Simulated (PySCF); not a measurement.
## Calculated properties of `CC#CCN(C)[SiH3]`

C5H11NSi.
Atom-mapped SMILES: `[CH3:1][C:2]#[C:3][CH2:4][N:5]([CH3:6])[SiH3:7]` (hydrogens: H8, H9, H10 on C1; H11, H12 on C4; H13, H14, H15 on C6; H16, H17, H18 on Si7)

Structural features include: alkyne and Si–H bond.

From PBE0-D3(BJ)/def2-SVP geometry optimisation, gas phase (PySCF):

```
Point group                  : C1
Rotational constants A, B, C : 3.664, 1.012, 0.934 GHz
```

**CAM-B3LYP/def2-SVPD ground state, ΔSCF and vertical TDDFT (core frozen in the response) (PySCF)**

```
Dipole moment                                                     : 1.16 D
HOMO energy                                                       : -7.89 eV
LUMO energy                                                       : 1.08 eV
HOMO–LUMO gap                                                     : 8.97 eV
Lowest singlet excitation                                         : 5.92 eV (210 nm, f = 0.002)
Strongest line among the 10 lowest singlet transitions            : S9 at 7.21 eV (172 nm, f = 0.061)
Lowest triplet excitation (Tamm–Dancoff)                          : 5.33 eV
Static isotropic polarisability                                   : 95.9 au
Vertical ionisation energy                                        : 8.44 eV
Electronic spatial extent ⟨r²⟩ about the centre of nuclear charge : 1360 bohr²
```

**KT3/pcSseg-1 ground state and GIAO shieldings, non-relativistic (PySCF)**

```
13C chemical shifts (computed TMS as zero) by class         : 75.5 (C2), 73.4 (C3), 46.2 (C4), 38.5 (C6), 6.3 (C1) ppm
1H chemical shifts (computed TMS as zero) by class          : 4.50 (H16/H17/H18), 3.66 (H11/H12), 2.60 (H13/H14/H15), 1.98 (H8/H9/H10) ppm
Isotropic shieldings of nuclei other than C and H, by class : 233 (N5), 411 (Si7) ppm
```

Monoisotopic mass (most abundant isotopes): 113.0661 u.

S1 lies 3.05 eV below the HOMO–LUMO gap; its leading configuration is HOMO→LUMO, weight 0.64. The ΔSCF ionisation energy exceeds −ε(HOMO) by 0.55 eV with CAM-B3LYP. In wavenumbers S1 is 47700 cm⁻¹ (1 eV = 8065.54 cm⁻¹). The polarisability is 14.21 Å³ as a volume (1 au = 0.148185 Å³), or 1.55 au for each of the 62 electrons. The vertical singlet–triplet gap S1 − T1 is 0.59 eV (TDDFT singlet less Tamm–Dancoff triplet).

 NMR classes are plain means over equivalent atoms (diastereotopic ones count apart unless rotation or inversion swaps them), as if these changed places fast; in this geometry the members of some classes differ.

Shape of the structure used: `[CH3:1][C:2]#[C:3][CH2:4][N:5]([CH3:6])[SiH3:7]`: C3–C4–N5–C6 69°.

One conformer stands for the species.
